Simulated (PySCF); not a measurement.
# Correlation energy of Mo (molybdenum, neutral)

[Kr] 4d5 5s1, high-spin 7S determinant. Computed with PySCF 2.14 in def2-TZVPPD with the def2 core potential (28 electrons), with scalar relativity through the core potential. Frozen: nothing; 14 electrons correlated.

```json
{"level": "CCSD", "correlation energy (mhartree)": "-356.64"}
{"level": "(T)", "correlation energy (mhartree)": "-10.25"}
{"level": "CCSD(T)", "correlation energy (mhartree)": "-366.89"}
```

Diagnostics: T1 = 0.011, D1 = 0.0529, largest double amplitude 0.023.

Cost of the coupled-cluster step: of the order of 12 core-seconds, for 14 correlated electrons.

The basis has no tight functions for the innermost shells, so their pair energies are far from complete.

This basis was not built for core-valence correlation, so the inner-shell part is incomplete.
